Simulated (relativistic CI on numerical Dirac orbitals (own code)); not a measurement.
K3+: what numerical and physical settings do to a radial Dirac CI calculation

Reference input:

```
atom K  Z=19  charge=3  electrons=16
nucleus A=39  rms_radius_fm=3.4349
hamiltonian dirac-coulomb  breit=on  qed=on  c_scale=1
orbitals kli  potential=per-configuration
slater_scale 1
correlation none
mixing on
grid step=0.0125 r_max=25.7
scf mixing=0.4 start=green max_iterations=150 tolerance=2e-08 node_fill=0.05
configurations
  [Ne] 3s2 3p4
end
```

Computed lowest total energy -598.35302 Ha, first excitation 1677.9 cm⁻¹, 10 SCF steps. Runs with settings changed; * marks those that are bad on purpose (the QED terms keep the true α when c is scaled):

| Changed | Outcome | Lowest level | ΔE (Ha) | First excitation (cm⁻¹) | SCF steps | Message |
| --- | --- | --- | --- | --- | --- | --- |
| end of the grid at 77.1 bohr, Slater scale 0.5, speed of light × 2 | converged | 3p4 3P_2 | 1.67 | 409.7 | 10 |  |
| SCF tolerance 0.0001 | converged | 3p4 3P_2 | 6.88e-07 | 1677.9 | 7 |  |
| nuclear radius 3.7784 fm | converged | 3p4 3P_2 | 0.000161 | 1677.9 | 10 |  |
| SCF mixing 0.9, iteration limit 30, start potential thomas-fermi | converged | 3p4 3P_2 | -3.84e-11 | 1677.9 | 8 |  |
| configuration list: extra electron * | refused |  |  |  | 0 | configuration [Ne] 3s2 3p4 4s has 17 electrons, the ion has 16 |
| charge 4 * | refused |  |  |  | 0 | configuration [Ne] 3s2 3p4 has 16 electrons, the ion has 15 |

With so few configurations and no correlation, terms lie too far apart (by 10 to 50 % near neutrality), their order can be wrong, and levels of other configurations are missing.
